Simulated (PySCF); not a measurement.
BH3N, SMILES B=[NH2+], charge +1. Coordinates come from a TPSSh-D3(BJ)/def2-TZVP optimisation. The isomer is the one that the SMILES or the coordinates give; other isomers of the formula were not compared.

Computed equilibrium geometry at TPSSh-D3(BJ)/def2-TZVP (PySCF confirms it by a frequency run) as a Z-matrix, and its point group:
point group C2v.
```
N
B 1 1.3150
H 1 1.0221 2 123.44
H 1 1.0221 3 113.11 2 180.00
H 2 1.1702 4 155.58 1 180.00
```
Charge +1, spin multiplicity 1.
